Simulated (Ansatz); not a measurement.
Geometry optimisation, RHF/def2-SVP (Ansatz).

Input file:

```yaml
crystal:
  periodic: [false, false, false]
  atoms:
    - { symbol: Al, position_ang: [0.023933, -0.476496, -0.464823] }
    - { symbol: F, position_ang: [0.014343, 0.01704, 2.372524] }
    - { symbol: H, position_ang: [1.408174, 0.154842, -0.822183] }
    - { symbol: H, position_ang: [-1.393865, 0.086262, -0.804668] }
    - { symbol: Br, position_ang: [0.081922, -2.664618, 0.474526] }
    - { symbol: H, position_ang: [0.031193, -0.874431, 2.563524] }
basis:
  gaussian: { orbitals: def2-SVP }
hamiltonian:
  xc: hf
relax:
  f_tol: 0.03
  max_steps: 50
```

Launched with:

```bash
$ ansatz run input.yaml --threads 1 --pin off --max-ram 2048MiB --backend cpu --events-out ev --progress --plain --runs-dir out
```

Problem. Where does it end, and by what steps?

Solution. It converged. The force dipped under the threshold on the way, but the program's further checks kept it going. After 6 steps the energy has fallen by 0.288 eV; F2 moved furthest, 0.51 Å. Joined: Al1–F2 (2.88 → 2.09 Å).

| step | energy less start (eV) | largest force component (eV/Å) | accepted |
| --- | --- | --- | --- |
| 0 | 0.0000 | 0.757 | yes |
| 1 | -0.0928 | 1.351 | yes |
| 2 | -0.2315 | 1.226 | yes |
| 3 | -0.2667 | 0.473 | yes |
| 4 | -0.2875 | 0.062 | yes |
| 5 | -0.2878 | 0.015 | yes |
| 6 | -0.2878 | 0.008 | yes |

```xyz
6
Properties=species:S:1:pos:R:3
Al 0.023 -0.483 -0.167
F 0.014 -0.003 1.867
H 1.395 0.150 -0.586
H -1.382 0.079 -0.580
Br 0.081 -2.736 0.409
H 0.035 -0.765 2.376
```

Time of the run: 9.3 s on 1 thread of Arm Neoverse V2, with other jobs on the host, peak memory 0.14 GiB.
